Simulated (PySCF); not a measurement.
Isomers of C6H10F2Si, mass 148.052 u with the commonest isotopes. Level of theory: PBE0/pcSseg-1 in PySCF (dipole) on a GFN2-xTB geometry, gas phase. One conformer each, none proved a minimum here; rigid rotors.

**Question.** Order these by dipole moment, largest first.
A. `[CH:1]#[C:2][C@:3]([CH3:4])([SiH2:5][CH3:6])[CH:7]([F:8])[F:9]` with C2–C3–Si5–C6 -56°, C2–C3–C7–F8 176°
B. `[CH3:1]/[CH:2]=[C:3]1\[CH2:4][SiH2:5][C@H:6]1[CH:7]([F:8])[F:9]` with Si5–C6–C7–F8 41°
C. `[CH2:1]=[CH:2][CH2:3][Si@H:4]([F:5])[CH2:6]/[CH:7]=[CH:8]/[F:9]` with C1–C2–C3–Si4 -110°, C2–C3–Si4–F5 -178°, C3–Si4–C6–C7 -72°, Si4–C6–C7–C8 -111°
D. `[CH2:1]=[CH:2][CH2:3][C@H:4]([SiH3:5])/[C:6]([F:7])=[CH:8]/[F:9]` with C1–C2–C3–C4 112°, C2–C3–C4–Si5 -172°, C3–C4–C6–F7 60°
E. `[CH2:1]=[C:2]([CH3:3])[C@H:4]([SiH3:5])/[C:6]([F:7])=[CH:8]\[F:9]` with C1–C2–C4–Si5 84°, C2–C4–C6–F7 77°

**Answer.** D (2.60 D), B (2.31 D), A (1.47 D), E (0.78 D), C (0.64 D).

**Question.** Order these by radius of gyration √(Σ m r²/M), largest first.
A. `[CH2:1]=[CH:2][CH2:3][C@H:4]([SiH3:5])/[C:6]([F:7])=[CH:8]/[F:9]` with C1–C2–C3–C4 112°, C2–C3–C4–Si5 -172°, C3–C4–C6–F7 60°
B. `[F:1]/[CH:2]=[C:3](/[F:4])[C@@H:5]([SiH3:6])[CH:7]1[CH2:8][CH2:9]1` with C2–C3–C5–Si6 111°, C3–C5–C7–C8 156°
C. `[CH2:1]=[CH:2][CH2:3][Si@H:4]([F:5])[CH2:6]/[CH:7]=[CH:8]/[F:9]` with C1–C2–C3–Si4 -110°, C2–C3–Si4–F5 -178°, C3–Si4–C6–C7 -72°, Si4–C6–C7–C8 -111°
D. `[CH3:1]/[CH:2]=[C:3]1\[CH2:4][SiH2:5][C@H:6]1[CH:7]([F:8])[F:9]` with Si5–C6–C7–F8 41°
E. `[CH:1]#[C:2][CH2:3][C@@:4]([F:5])([CH2:6][F:7])[SiH2:8][CH3:9]` with C2–C3–C4–F5 177°, C3–C4–C6–F7 156°, C3–C4–Si8–C9 155°
F. `[CH:1]#[C:2][C@:3]([CH3:4])([SiH2:5][CH3:6])[CH:7]([F:8])[F:9]` with C2–C3–Si5–C6 -56°, C2–C3–C7–F8 176°

**Answer.** C (2.502 Å), A (2.354 Å), B (2.214 Å), D (2.190 Å), E (2.141 Å), F (2.037 Å).

**Question.** Order these by rotational constant A, smallest first.
A. `[CH2:1]=[C:2]([CH3:3])[C@H:4]([SiH3:5])/[C:6]([F:7])=[CH:8]\[F:9]` with C1–C2–C4–Si5 84°, C2–C4–C6–F7 77°
B. `[CH3:1]/[CH:2]=[C:3]1\[CH2:4][SiH2:5][C@H:6]1[CH:7]([F:8])[F:9]` with Si5–C6–C7–F8 41°
C. `[CH2:1]=[CH:2][CH2:3][Si@H:4]([F:5])[CH2:6]/[CH:7]=[CH:8]/[F:9]` with C1–C2–C3–Si4 -110°, C2–C3–Si4–F5 -178°, C3–Si4–C6–C7 -72°, Si4–C6–C7–C8 -111°
D. `[CH:1]#[C:2][CH2:3][C@@:4]([F:5])([CH2:6][F:7])[SiH2:8][CH3:9]` with C2–C3–C4–F5 177°, C3–C4–C6–F7 156°, C3–C4–Si8–C9 155°
E. `[CH:1]#[C:2][C@:3]([CH3:4])([SiH2:5][CH3:6])[CH:7]([F:8])[F:9]` with C2–C3–Si5–C6 -56°, C2–C3–C7–F8 176°

**Answer.** E (1339 MHz), A (1451 MHz), C (1488 MHz), D (1728 MHz), B (1923 MHz).

| SMILES | point group | Ia (u·Å²) | Ib (u·Å²) | Ic (u·Å²) | κ | μa (D) | μb (D) | μc (D) |
| --- | --- | --- | --- | --- | --- | --- | --- | --- |
| C#C[C@](C)([SiH2]C)C(F)F | C1 | 377.40 | 390.20 | 461.64 | 0.64 | 0.65 | 1.12 | 0.70 |
| C/C=C1\C[SiH2][C@H]1C(F)F | C1 | 262.75 | 506.28 | 650.75 | -0.61 | 2.15 | 0.29 | 0.80 |
| C=C(C)[C@H]([SiH3])/C(F)=C\F | C1 | 348.23 | 485.61 | 575.84 | -0.43 | 0.59 | 0.25 | 0.44 |
| F/C=C(/F)[C@@H]([SiH3])C1CC1 | C1 | 347.21 | 492.81 | 610.99 | -0.37 | 0.80 | 0.11 | 0.09 |
| C=CC[Si@H](F)C/C=C/F | C1 | 339.63 | 621.86 | 891.88 | -0.47 | 0.49 | 0.34 | 0.23 |
| C#CC[C@@](F)(CF)[SiH2]C | C1 | 292.48 | 514.03 | 550.55 | -0.84 | 1.39 | 0.21 | 0.12 |
| C=CC[C@H]([SiH3])/C(F)=C/F | C1 | 383.11 | 499.57 | 758.64 | 0.06 | 1.93 | 0.59 | 1.64 |
